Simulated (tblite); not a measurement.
Compound: C6H6NO (doublet state).
Geometry (GFN2-xTB, Å), atoms numbered from 1 in this order:
```
atom  x, y, z in Å
C1    -2.250   -0.673   -0.066
C2    -1.621    0.687   -0.001
C3    -0.325    0.893    0.028
C4     0.866    1.730    0.081
C5     1.042    0.413    0.032
N6     1.872   -0.660    0.004
C7     3.207   -0.568    0.030
O8     4.053   -1.417    0.011
H9    -2.894   -0.839    0.798
H10   -2.867   -0.767   -0.960
H11   -1.492   -1.453   -0.086
H12   -2.297    1.530    0.022
H13    1.289    2.702    0.125
H14    1.417   -1.580   -0.040
```

Computed geometry: GFN2-xTB, gas phase. This method treats the open shell by occupation alone, without spin polarisation.

Take the most abundant isotopes and a rigid rotor. The values belong to one conformer with, in the numbering `[CH3:1]/[CH:2]=[C:3]1[CH:4]=[C:5]/1[NH:6][C:7]=[O:8]`, C4–C5–N6–C7 0°, C5–N6–C7–O8 180°.

(1) What are A, B and C (cm⁻¹)?

(2) Classify the top.

(3) What does the inertial defect say?

(4) Give the other two planar moments, Paa and Pbb, and the rms extents of the mass along the axes.

(5) List the rotational levels J(Ka,Kc) to J = 5 (MHz).

Results:

(1) Ia = 93.37, Ib = 521.19, Ic = 611.43 u·Å²; 505379 MHz·u·Å²/I gives 5413, 969.7 and 826.5 MHz, that is A = 0.18055, B = 0.03234, C = 0.02757 cm⁻¹.

(2) A near-prolate asymmetric top; Ray's κ = -0.938.

(3) Not planar: Δ = Ic − Ia − Ib = -3.12 u·Å². For a rigid frame Δ = −2 Σ m c², so Σ m c² = 1.56 u·Å² lies off the ab plane, practically all of it from hydrogen. The atom farthest from that plane is 0.88 Å away.

(4) Paa = Σ m a² = (Ib + Ic − Ia)/2 = 519.63 and Pbb = Σ m b² = (Ia + Ic − Ib)/2 = 91.80 u·Å². With the mass M = 108.04 u, the rms extents √(P/M) along a, b and c are 2.19, 0.92, 0.12 Å.

(5) Above 0(0,0):
J = 1: 1(0,1) 1796, 1(1,1) 6239, 1(1,0) 6383
J = 2: 2(0,2) 5385, 2(1,2) 9689, 2(1,1) 10118, 2(2,1) 23448, 2(2,0) 23451
J = 3: 3(0,3) 10760, 3(1,3) 14861, 3(1,2) 15719, 3(2,2) 28836, 3(2,1) 28853, 3(3,1) 51413, 3(3,0) 51413
J = 4: 4(0,4) 17911, 4(1,4) 21753, 4(1,3) 23183, 4(2,3) 36019, 4(2,2) 36070, 4(3,2) 58604, 4(3,1) 58604, 4(4,1) 90201, 4(4,0) 90201
J = 5: 5(0,5) 26825, 5(1,5) 30362, 5(1,4) 32507, 5(2,4) 44992, 5(2,3) 45111, 5(3,3) 67596, 5(3,2) 67598, 5(4,2) 99190, 5(4,1) 99190, 5(5,1) 139816, 5(5,0) 139816
The levels of one J sum to (2J + 1)J(J + 1)(A + B + C)/3.

For this open shell read J as N, the rotation without spin; fine and hyperfine splittings come on top. Its GFN2-xTB frequencies are all real (lowest 85 cm⁻¹). These are rigid-rotor constants of the computed structure; measured ground-state constants (B0) also hold zero-point vibration.

Time: 1.1 s wall, 0.86 s CPU. Hardware: an Intel Xeon at 2.50 GHz with one thread (shared host). These figures are those of the optimisation.
